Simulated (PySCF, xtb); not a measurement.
sulfuric acid cation (H₂O₄S), SMILES OS(=O)(=O)O (connectivity only; charge and spin as stated), charge +1, multiplicity 2. Atoms are numbered in the order given.

```xyz
7

O      0.0000    -1.1486    -0.9673
S      0.0000     0.0000     0.0533
O      1.1438     0.0000     0.9854
O     -1.1438     0.0000     0.9854
O      0.0000     1.1486    -0.9673
H      0.0000    -2.0492    -0.5708
H      0.0000     2.0492    -0.5708
```
Charge +1, spin multiplicity 2.

Geometry: ωB97X-D3(BJ)/def2-SVP. The multiplicity is an assumed one; other spin states were not compared. Other conformers were not sampled.

Level of theory: PySCF 2.14.0 with C-PCM-PBE0/def2-SVP.

The values are the electrostatic part of the solvation free energy, E(continuum) − E(gas) at the gas-phase geometry, in a cavity of scaled van der Waals radii (PySCF's table); cavitation and dispersion terms are not included.

```csv
solvent,ε,ΔG(elec) (kcal/mol)
water,78.36,-74.0
chlorobenzene,5.70,[?]
methanol,32.61,-72.7
```

**Question.** Some entries are withheld; supply them. (An estimate is asked for; the answer gives what the named calculation found.)

**Answer.** 
- chlorobenzene, ΔG(elec) (kcal/mol): -61.7

For comparison, GFN2-xTB/ALPB(water) (xtb, at the GFN2-xTB geometry, all terms of that model) gives -81.6 kcal/mol.
